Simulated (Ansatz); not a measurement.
Geometry optimisation, Ansatz, RKS PBE0-D4/def2-SVP.

input.yaml

```yaml
crystal:
  periodic: [false, false, false]
  atoms:
    - { symbol: C, position_ang: [-0.56974, -0.92618, -0.14794] }
    - { symbol: Sb, position_ang: [0.55579, 0.66771, 0.14759] }
    - { symbol: H, position_ang: [-0.9714, -1.45167, 0.71153] }
    - { symbol: H, position_ang: [-0.45785, -1.48393, -1.07001] }
    - { symbol: H, position_ang: [1.095, 1.57602, -1.13057] }
    - { symbol: H, position_ang: [0.3482, 1.61805, 1.4894] }
total_charge: 1
basis:
  gaussian: { orbitals: def2-SVP }
hamiltonian:
  xc: pbe0
  dispersion: d4
relax:
  f_tol: 0.015
  max_steps: 40
output:
  orbitals: {}
```

Run as:

```bash
$ ansatz run input.yaml --threads 1 --pin off --max-ram 2048MiB --backend cpu --events-out ev --progress --plain --runs-dir out
```

Where does it end, and by what steps?

It converged. Limits of this set-up: the dipole of an ion depends on the origin. After 7 steps the energy has fallen by 0.069 eV; Sb2 moved furthest, 0.21 Å.

```json
{"step": "0", "energy less start (eV)": "0.0000", "largest force component (eV/Å)": "0.856", "accepted": "yes"}
{"step": "1", "energy less start (eV)": "0.0305", "largest force component (eV/Å)": "1.320", "accepted": "no"}
{"step": "2", "energy less start (eV)": "-0.0454", "largest force component (eV/Å)": "0.305", "accepted": "yes"}
{"step": "3", "energy less start (eV)": "-0.0580", "largest force component (eV/Å)": "0.434", "accepted": "yes"}
{"step": "4", "energy less start (eV)": "-0.0593", "largest force component (eV/Å)": "0.526", "accepted": "yes"}
{"step": "5", "energy less start (eV)": "-0.0669", "largest force component (eV/Å)": "0.214", "accepted": "yes"}
{"step": "6", "energy less start (eV)": "-0.0687", "largest force component (eV/Å)": "0.035", "accepted": "yes"}
{"step": "7", "energy less start (eV)": "-0.0689", "largest force component (eV/Å)": "0.003", "accepted": "yes"}
```

```xyz
6
Properties=species:S:1:pos:R:3
C -0.507 -0.880 -0.130
Sb 0.750 0.611 0.204
H -0.990 -1.392 0.713
H -0.476 -1.422 -1.085
H 0.994 1.518 -1.187
H 0.229 1.564 1.485
```

Run time: 13 s on 1 thread of AMD EPYC 7R43 64-Core Processor (Zen 3), with other jobs on the host, peak memory 0.13 GiB.
